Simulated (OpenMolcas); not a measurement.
# Br+: effect of the basis set

```yaml
Program: OpenMolcas 26.06
Method: CASSCF
Active_space: 4 electrons in 3 orbitals (4p)
State_averaging: 2S+1 = 3 even, 3 roots; 2S+1 = 1 even, 6 roots
Spin-orbit_coupling: state interaction with AMFI integrals over the reference wave functions, term energies averaged over their components
```

A. ANO-RCC-VDZP [5s4p2d], DKH2, point nucleus; cost of the order of 1.6 core-seconds
B. ANO-R1 [5s4p3d1f], X2C, finite nucleus; cost roughly 2.6 core-seconds
C. ANO-RCC-VTZP [6s5p3d1f], DKH2, point nucleus; cost roughly 2.1 core-seconds
D. ANO-R2 [6s5p4d2f1g], X2C, finite nucleus; cost roughly 2.5 core-seconds
E. ANO-RCC-VQZP [7s6p4d2f1g], DKH2, point nucleus; cost about 2.9 core-seconds
F. ANO-R3 [7s6p5d4f2g], X2C, finite nucleus; cost roughly 5 core-seconds

Energies in eV above 4s² 4p⁴ ³P₂, the measured ground level; measured values from NIST Handbook of Basic Atomic Spectroscopic Data.

```csv
Level,A,B,C,D,E,F,Measured
4s² 4p⁴ ³P₂,0.0000,0.0000,0.0000,0.0000,0.0000,0.0000,0.0000
4s² 4p⁴ ³P₁,0.3604,0.3602,0.3519,0.3498,0.3512,0.3530,0.3889
4s² 4p⁴ ³P₀,0.4659,0.4657,0.4565,0.4536,0.4553,0.4574,0.4758
4s² 4p⁴ ¹D₂,1.7927,1.7885,1.7930,1.7906,1.7929,1.7947,1.4989
4s² 4p⁴ ¹S₀,4.1591,4.1519,4.1671,4.1613,4.1656,4.1684,3.4551
```

Deviations, from unrounded energies. A percentage is the sum of absolute deviations over the sum of measured energies, with the sign that they share, or ± where signs differ.

```
                        Against measurement  Levels      A      B      C      D      E      F
             mean absolute deviation (cm-1)       4   2100   2100   2100   2100   2100   2100
      fine structure of the ground term (%)       2   -4.4   -4.5   -6.5   -7.1   -6.7   -6.3
other terms of the ground configuration (%)       2  +20.1  +19.9  +20.3  +20.1  +20.3  +20.4
```

A, B, C, D, E, F lie about equally close to measurement. The largest miss of B in the table is 4s² 4p⁴ ¹S₀, by +5600 cm-1. The ranking rests on the paired levels alone, and a cruder setting can come out closer through cancelling errors.

Among A to F the level of the table that moves most is 4s² 4p⁴ ¹S₀, by 130 cm-1 (lowest in B, highest in F).

Without dynamic correlation excited terms often stand tens of per cent too high (terms of higher spin than the ground term too low), and those without a measured partner can miss by more than the paired ones. With the s shell closed, the reference lacks s² → p² mixing. Measured partners are found by configuration, term and J. A level has none where our copy of the source lacks it or the pairing is in doubt (some pairs that miss far off the trend of their configuration count as doubtful), and it then counts in no deviation. Levels of configurations outside the active space are missing.
